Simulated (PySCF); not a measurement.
**C₆ coefficients of unlike pairs at UHF**

Calculated with PySCF 2.14 from the dipole response of each species, C₆(A,B) = (3/π) ∫ α_A(iu) α_B(iu) du, in atomic units, from isotropic polarisabilities. For ions this is the dispersion term alone; charge-induced terms of lower order in 1/R come first.

```
species      configuration                         basis  relativity  α (bohr³)  C₆ (like pair)
 Ar(3+)  [Ne] 3s2 3p3 (4S)  aug-cc-pV(Q+d)Z (7s6p5d3f2g)        none      3.711           10.08
    Ti+  [Ar] 3d2 4s1 (4F)   aug-cc-pwCVTZ (10s9p7d4f3g)        none      64.65           443.2
     S+  [Ne] 3s2 3p3 (4S)      dyall-acv3z (19s12p6d4f)        none      10.91           53.61
  B(3+)           1s2 (1S)      def2-QZVPPD (8s4p4d2f1g)        none    0.01648        0.001658
```

(1) Estimate C₆ for S+ with Ti+.

No spin-orbit coupling is included.

The other pairs:

| pair | C₆ |
| --- | --- |
| B(3+), Ar(3+) | 0.08528 |
| Ti+, Ar(3+) | 49.07 |
| S+, Ar(3+) | 22.58 |
| B(3+), S+ | 0.1599 |
| B(3+), Ti+ | 0.2921 |

Answers

(1) The integral gives 128.6. The combination rule 2 C_A C_B / (C_A α_B/α_A + C_B α_A/α_B) gives 121.1 and the geometric mean 154.1.
